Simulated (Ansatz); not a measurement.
Isolated molecules relaxed with PBE0-D4/def2-TZVP in Ansatz; ΔE leaves out vibrations. CCSD(T)/CBS adds triple-zeta CCSD(T) − MP2 to the extrapolated MP2 energy (def2 sets, frozen cores). This one scheme is used for every species. Functionals use def2-TZVPP. Each species was taken in one conformer, which may not be the lowest.

Reaction (ligand exchange at the Si–O bond): `O[SiH2]O[Si](O)(O)O` + `O[SiH]1C=C1` → `O[SiH2]O[SiH]1C=C1` + `O[Si](O)(O)O`

`O[SiH2]O[Si](O)(O)O`:

Z-matrix (Å, degrees):
```
Si
O 1 1.646
O 1 1.635 2 110.4
H 1 1.484 2 107.6 3 -122.3
H 1 1.478 2 108.5 3 117.2
Si 2 1.619 1 135.7 3 39.2
H 3 0.963 1 114.4 2 -42.5
O 6 1.625 2 114.8 1 104.7
O 6 1.641 2 104.5 1 -12.3
O 6 1.630 2 109.8 1 -135.5
H 8 0.958 6 117.1 2 87.9
H 9 0.958 6 116.9 2 165.6
H 10 0.958 6 117.4 2 36.7
```

`O[SiH]1C=C1`:

```xyz
8

O     0.996    0.518    1.651
Si    0.701   -0.221    0.218
C    -0.388    0.403   -1.060
C    -0.922   -0.648   -0.408
H     0.305    1.086    1.998
H     1.920   -1.004   -0.044
H    -0.744    1.038   -1.864
H    -1.868   -1.172   -0.491
```

`O[SiH2]O[SiH]1C=C1`:

Cartesian coordinates in Å:
```
O -0.495 2.010 2.014
Si -0.500 2.004 0.376
O -0.316 0.499 -0.229
Si 0.734 -0.705 -0.552
C 0.242 -2.181 -1.428
C 0.413 -2.406 -0.113
H -1.243 1.622 2.471
H 0.643 2.857 -0.016
H -1.790 2.506 -0.153
H 2.091 -0.128 -0.627
H -0.069 -2.801 -2.261
H 0.291 -3.279 0.519
```

`O[Si](O)(O)O`:

Cartesian coordinates in Å:
```
O 1.057 -0.218 -1.223
Si 0.000 0.000 0.000
O 0.450 -1.026 1.185
O -1.558 -0.343 -0.338
O 0.051 1.586 0.375
H 1.359 -1.114 -1.374
H -0.211 -1.232 1.847
H -2.057 0.335 -0.797
H 0.908 2.012 0.323
```

| level | ΔE (kcal/mol) |
| --- | --- |
| r2SCAN-D4 | 2.6 |
| PBE0-D4 | 2.5 |
| r2SCAN | 2.4 |
| SCS-MP2/def2-QZVPP | 2.0 |

**Question.** What does CCSD(T)/CBS give? (Best estimate.)

**Answer.** Computed: +2.3 kcal/mol. The listed levels differ from it by 0.3, 0.2, 0.1, -0.3 kcal/mol.

Largest T1 diagnostic among the species: 0.012.

The D4 term adds +1.0 kcal/mol with B3LYP and +0.5 kcal/mol with PBE0; it sums over pairs of atoms, weighted by their polarisabilities, and B3LYP, whose exchange is more repulsive, gets the larger term. In def2-TZVPP, CCSD(T) changes the Hartree–Fock value by +1.2 kcal/mol (the triples alone add +0.3 kcal/mol) and MP2 by +1.2 kcal/mol.

B3LYP here is the variant with VWN-RPA as its local correlation; programs differ in this.
